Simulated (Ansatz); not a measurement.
`OC(O)N[SiH3]` + HCl → `OC(O)Cl` + `N[SiH3]`  (substitution at a C–N bond)

Computed with Ansatz on PBE0-D4/def2-TZVP structures; ΔE is electronic, products minus reactants. CCSD(T)/CBS is the MP2 limit (def2-TZVPP, def2-QZVPP) plus CCSD(T) − MP2 in def2-TZVPP, frozen cores. This one scheme is used for every species. Functionals use def2-TZVPP. Each species was taken in one conformer, which may not be the lowest.

```tsv
level	ΔE (eV)
PBE0-D4	0.14
ωB97M-V	0.15
SCS-MP2/def2-QZVPP	0.16
HF/CBS(def2)	0.18
```

Question: What does CCSD(T)/CBS give? (An estimate is asked.)

Answer: Ansatz gave: +0.17 eV. The listed levels differ from it by -0.03, -0.02, -0.01, 0.01 eV.

Largest T1 diagnostic among the species: 0.011.

The D4 term adds +0.05 eV with B3LYP and +0.03 eV with PBE0; it sums over pairs of atoms, weighted by their polarisabilities, and B3LYP, whose exchange is more repulsive, gets the larger term. From PBE to PBE0 (25 % exact exchange), in def2-TZVPP and without D4, ΔE moves by +0.05 eV.

B3LYP here is the variant with VWN-RPA as its local correlation; programs differ in this.
